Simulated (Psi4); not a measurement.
C3H5Cl (SMILES C/C=C\Cl), singlet, geometry from GFN2-xTB; CCSD(T)/cc-pVDZ in Psi4.

Psi4 was given this input:
```
memory 2 GB

molecule {
0 1
  C    -1.43514805   -0.10531200   -1.23870727
  C    -0.01085145   -0.53681733   -1.19108333
  C     0.82938153   -0.34896751   -0.18808779
  Cl    0.40441537    0.45174229    1.28001392
  H    -1.72270725    0.39114933   -0.31663186
  H    -2.08063123   -0.96896010   -1.39473541
  H    -1.58907687    0.57755541   -2.07350670
  H     0.36209203   -1.05154601   -2.06622427
  H     1.85496996   -0.68123636   -0.20186811
}

set basis cc-pvdz
set freeze_core true

energy('ccsd(t)')
print_variables()
```

The log (banner, timings and long lists left out):

```
   => Loading Basis Set <=

    Name: CC-PVDZ
    Role: ORBITAL
    Keyword: BASIS

         ---------------------------------------------------------
                                   SCF
               by Justin Turney, Rob Parrish, Andy Simmonett
                          and Daniel G. A. Smith
                              RHF Reference
         ---------------------------------------------------------

  ==> Geometry <==

    Molecular point group: c1
    Full point group: C1

    Geometry (in Angstrom), charge = 0, multiplicity = 1:

       Center              X                  Y                   Z               Mass
    ------------   -----------------  -----------------  -----------------  -----------------
         C           -1.481752700643    -0.133692556415    -1.334036033088    12.000000000000
         C           -0.057456100643    -0.565197886415    -1.286412093088    12.000000000000
         C            0.782776879357    -0.377348066415    -0.283416553088    12.000000000000
         CL           0.357810719357     0.423361733585     1.184685156912    34.968852682000
         H           -1.769311900643     0.362768773585    -0.411960623088     1.007825032230
         H           -2.127235880643    -0.997340656415    -1.490064173088     1.007825032230
         H           -1.635681520643     0.549174853585    -2.168835463088     1.007825032230
         H            0.315487379357    -1.079926566415    -2.161553033088     1.007825032230
         H            1.808365309357    -0.709616916415    -0.297196873088     1.007825032230

  Running in c1 symmetry.

  Rotational constants: A =      0.47956  B =      0.12325  C =      0.09986 [cm^-1]
  Rotational constants: A =  14376.90552  B =   3694.80430  C =   2993.68787 [MHz]
  Nuclear repulsion =  147.185129918617093

  Charge       = 0
  Multiplicity = 1
  Electrons    = 40
  Nalpha       = 20
  Nbeta        = 20

  ==> Algorithm <==

  SCF Algorithm Type is PK.
  DIIS enabled.
  MOM disabled.
  Fractional occupation disabled.
  Guess Type is SAD.
  Energy threshold   = 1.00e-08
  Density threshold  = 1.00e-08
  Integral threshold = 1.00e-12

  ==> Primary Basis <==

  Basis Set: CC-PVDZ
    Blend: CC-PVDZ
    Number of shells: 41
    Number of basis functions: 85
    Number of Cartesian functions: 89
    Spherical Harmonics?: true
    Max angular momentum: 2

  ==> Integral Setup <==

  Using in-core PK algorithm.
   Calculation information:
      Number of atoms:                   9
[...]
  @RHF Final Energy:  -576.00393381547849
    Total Energy =                       -576.0039338154786037
[...]
              4  10        -0.0055086839

    Largest TIjAb Amplitudes:
     11  11   0   0        -0.1034052722
      9  11   0   0        -0.0350827743
     11   9   0   0        -0.0350827743
     11  11   0  18        -0.0310531261
     11  11  18   0        -0.0310531261
     10  10  27  27        -0.0284667252
      6  11   0   0         0.0272660255
     11   6   0   0         0.0272660255
      9   9   0   0        -0.0247480657
      6   6   4   4        -0.0245048689

    SCF energy       (wfn)                    = -576.003933815478490
    Reference energy (file100)                = -576.003933815477012

    Opposite-spin MP2 correlation energy      =   -0.412667126879554
    Same-spin MP2 correlation energy          =   -0.134492267073422
    Singles MP2 correlation energy            =   -0.000000000000000
    MP2 correlation energy                    =   -0.547159393952976
      * MP2 total energy                      = -576.551093209429951

    Opposite-spin CCSD correlation energy     =   -0.469136573706242
    Same-spin CCSD correlation energy         =   -0.124239442494599
    Singles CCSD correlation energy           =    0.000000000000000
    CCSD correlation energy                   =   -0.593376016200840
      * CCSD total energy                     = -576.597309831677876

            **************************
            *                        *
            *        CCTRIPLES       *
            *                        *
            **************************

    Wave function   =    CCSD_T
    Reference wfn   =      RHF

    Nuclear Rep. energy (wfn)                =  147.185129918617093
    SCF energy          (wfn)                = -576.003933815478490
    Reference energy    (file100)            = -576.003933815477012
    CCSD energy         (file100)            =   -0.593376016200840
    Total CCSD energy   (file100)            = -576.597309831677876

    Number of ijk index combinations:              364
    Approx. words needed per explicit thread:         1098500
    Number of threads for explicit ijk threading:    1

    MKL num_threads set to 1 for explicit threading.

    (T) energy                                =   -0.018743282658806
      * CCSD(T) total energy                  = -576.616053114336637

  Variable Map:
  ----------------------------------------------------------------------------
[...]
  Array Variable Map:
  ----------------------------------------------------------------------------
[...]
[...]
```
